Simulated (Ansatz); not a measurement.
The same germylene extrusion along the group Si, Ge, Sn.

Computed with Ansatz on PBE0-D4/def2-TZVP structures; ΔE is electronic, products minus reactants. CCSD(T)/CBS is the MP2 limit (def2-TZVPP, def2-QZVPP) plus CCSD(T) − MP2 in def2-TZVPP, frozen cores. This one scheme is used for every species. Elements past krypton have def2 core potentials. For Ge, I, Sn outer-core shells are correlated without core-valence functions, which leaves a few kJ/mol of doubt a bond. Scalar relativity is left out up to krypton.

Problem. Order these by ΔE at CCSD(T)/CBS, lowest first. (Best estimate.)
A. `Cl[Si](Cl)(I)I` → `Cl[Si]Cl` + I₂
B. `[Cl][Ge]([Cl])([I])[I]` → `[Cl][Ge][Cl]` + I₂
C. `[Cl][Sn]([Cl])([I])[I]` → `[Cl][Sn][Cl]` + I₂

Solution. C (+176.8 kJ/mol), B (+194.2 kJ/mol), A (+299.1 kJ/mol).

Largest T1 diagnostic: 0.014, for `[Cl][Sn][Cl]`.
